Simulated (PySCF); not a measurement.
Structure problem from calculated spectra and properties.

Formula: SiF4.

* XPS: Si2p3/2 111.8, F1s 694.5 (×4), Si1s 1852.2 eV [ΔSCF SCAN, pcX-2 on the ionised atom, pcseg-1 elsewhere, spin-free X2C, 2p3/2 from a spin–orbit splitting computed afterwards within the 2p shell]
* Dipole: 0.00 D [CAM-B3LYP/def2-SVPD]
* Triplet: lowest triplet excitation (Tamm–Dancoff): 10.80 eV [TDA CAM-B3LYP/def2-SVPD]
* UV, strongest line: among the 8 lowest singlet transitions: S4/S5/S6 at 12.29 eV (101 nm, f = 0.672 summed over these states) [TDDFT CAM-B3LYP/def2-SVPD]
* UV, first state: lowest singlet excitation: 11.12 eV (111 nm, f = 0.000 summed over 3 states within 0.01 eV) [TDDFT CAM-B3LYP/def2-SVPD]
* Rotational structure: rotational constants A, B, C: 4.069, 4.068, 4.066 GHz [GFN2-xTB]

Gas-phase values; electronic properties from PySCF, density fitting. Levels stand in brackets. Isolated species at its GFN2-xTB geometry, gas phase.

Question: Propose a structure and show how it fits.

Answer: Numbering: `[F:1][Si:2]([F:3])([F:4])[F:5]`. Its formula, SiF4, gives 0 degrees of unsaturation, so no ring and no π bond. The core levels belong to: Si2p3/2 111.8 eV, fluorine-bound silicon [Si2]; F1s 694.5 eV, silicon-bound fluorine [F1/F3/F4/F5]; Si1s 1852.2 eV, fluorine-bound silicon [Si2]. The vanishing dipole is forced by symmetry. The optimised geometry has point group Td and is a spherical top (the spread among constants that symmetry makes equal is optimisation noise). Structure: silicon tetrafluoride, `F[Si](F)(F)F`. The assignments are read from this structure; whether some other isomer fits the data as well wasn't checked.
